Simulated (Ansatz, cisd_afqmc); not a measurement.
System: GeSe, charge 0, singlet. GeSe (SMILES [Ge]=[Se]).
B3LYP-D3(BJ)/def2-TZVP minimum from Ansatz (a first-principles code):
```
Ge
Se 1 2.1569
```
Charge 0, spin multiplicity 1.

Total energies in cc-pVDZ, 10 correlated electrons, 28 frozen orbitals. Open shells are spin-unrestricted; no spin-orbit coupling. Cores are frozen in correlated methods (noble-gas shells, and filled d and f shells in the p block). No relativity. AFQMC is phaseless with a CISD trial state; ± is one standard error, without the phaseless bias. Outlying blocks are dropped, and bars are widened where a walk drifts. Over all cases where full CI ran beside it in this data, AFQMC minus full CI had a median of +0.1 mEh and passed +0.4 mEh in a tenth of the cases. The T1 diagnostic of GeSe ([Ge]=[Se], singlet) reaches 0.030 in the sets run.

```json
[
 {"method": "HF", "program": "Ansatz", "energy (Eh)": "-4475.18854", "minus CCSDTQ (mEh)": "214.81"},
 {"method": "MP2", "program": "Ansatz", "energy (Eh)": "-4475.37254", "minus CCSDTQ (mEh)": "30.82"},
 {"method": "CCSD", "program": "Ansatz", "energy (Eh)": "-4475.39075", "minus CCSDTQ (mEh)": "12.60"},
 {"method": "CCSD(T)", "program": "Ansatz", "energy (Eh)": "-4475.40153", "minus CCSDTQ (mEh)": "1.83"},
 {"method": "CCSDT(Q)", "program": "Ansatz", "energy (Eh)": "-4475.40350", "minus CCSDTQ (mEh)": "-0.15"},
 {"method": "CCSDTQ", "program": "Ansatz", "energy (Eh)": "-4475.40336", "minus CCSDTQ (mEh)": "0.00"},
 {"method": "AFQMC/CISD", "program": "cisd_afqmc", "energy (Eh)": "-4475.4022 ± 0.0004", "minus CCSDTQ (mEh)": "1.2 ± 0.4"}
]
```

Rough core times of Ansatz's runs on a shared machine: CCSD(T) under 20 s, CCSDT(Q) under 20 s, CCSDTQ 2 min.
